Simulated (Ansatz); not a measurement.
CH6FNOSi can be A, `N[SiH](F)CO`, or B, `OCN[SiH2]F`.

Program: Ansatz. Geometries: PBE0-D4/def2-TZVP. ΔE: electronic, gas phase. CCSD(T)/CBS is the MP2 limit (def2-TZVPP, def2-QZVPP) plus CCSD(T) − MP2 in def2-TZVPP, frozen cores. Functionals use def2-TZVPP. B3LYP here is the variant with VWN-RPA as its local correlation; programs differ in this. Each species was taken in one conformer, which may not be the lowest.

(1) Which isomer does CCSD(T)/CBS put lower? Give the gap. (An estimate is asked.)

(2) Give E(B) − E(A) in kJ/mol with B3LYP-D4, PBE-D4, r2SCAN-D4, B2PLYP, CCSD(T)/def2-TZVPP, ωB97M-V, B3LYP. (An estimate is asked.)

(3) Does the order hold for the free energy at 298.15 K (harmonic terms from PBE0-D4)? (Estimate.)

Largest T1 diagnostic: 0.011.

Results:

(1) The calculation gave: A, by 31.0 kJ/mol.

(2) Ansatz gave: B3LYP-D4 28.7, PBE-D4 27.7, r2SCAN-D4 30.3, B2PLYP 27.9, CCSD(T)/def2-TZVPP 27.1, ωB97M-V 31.7, B3LYP 27.6. None reverses the order clearly.

(3) The calculation gave: Yes: G(B) − G(A) = +31.7 kJ/mol, for one conformer each. Modes under 60 cm⁻¹, often nearly free rotors, make the harmonic entropy too high.

At CCSD(T), def2-SVP lies −21.4 kJ/mol from the extrapolated value and def2-TZVPP −3.9 kJ/mol. Leaving LDA and LC-ωPBE aside and taking each functional with its dispersion term where it has one, the values, not all of them listed here, spread over 4.2 kJ/mol, from revPBE-D4 to ωB97M-V. LDA lies −3.2 kJ/mol from PBE without D4.
